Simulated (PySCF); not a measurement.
C₆H₄O₂. Atoms are numbered in the order given.

```xyz
12

O      0.0000     0.0000     2.6598
C      0.0000     0.0000     1.4457
C      0.0000    -1.2653     0.6710
C      0.0000    -1.2653    -0.6710
C      0.0000     0.0000    -1.4457
O      0.0000     0.0000    -2.6598
C      0.0000     1.2653    -0.6710
C      0.0000     1.2653     0.6710
H      0.0000    -2.1848     1.2620
H      0.0000    -2.1848    -1.2620
H      0.0000     2.1848    -1.2620
H      0.0000     2.1848     1.2620
```
Charge 0, spin multiplicity 1.

Geometry: PBE0-D3(BJ)/def2-SVP.

These are PySCF with PBE0/def2-TZVP values and carry that method's errors.

Symmetry labels are those of the subgroup D2h that the program uses (full group D2h).

Computed valence orbital energies around the gap with their symmetry:
```json
[
 {"orbital": "HOMO−7", "symmetry": "B1u", "energy (eV)": "-12.61"},
 {"orbital": "HOMO−6", "symmetry": "Ag", "energy (eV)": "-12.07"},
 {"orbital": "HOMO−5", "symmetry": "B2g", "energy (eV)": "-11.88"},
 {"orbital": "HOMO−4", "symmetry": "B3g", "energy (eV)": "-11.47"},
 {"orbital": "HOMO−3", "symmetry": "B3u", "energy (eV)": "-8.93"},
 {"orbital": "HOMO−2", "symmetry": "B1g", "energy (eV)": "-8.81"},
 {"orbital": "HOMO−1", "symmetry": "B2u", "energy (eV)": "-8.25"},
 {"orbital": "HOMO", "symmetry": "B3g", "energy (eV)": "-7.94"},
 {"orbital": "LUMO", "symmetry": "B2g", "energy (eV)": "-3.66"},
 {"orbital": "LUMO+1", "symmetry": "Au", "energy (eV)": "-0.95"},
 {"orbital": "LUMO+2", "symmetry": "B3u", "energy (eV)": "0.18"},
 {"orbital": "LUMO+3", "symmetry": "Ag", "energy (eV)": "1.48"}
]
```
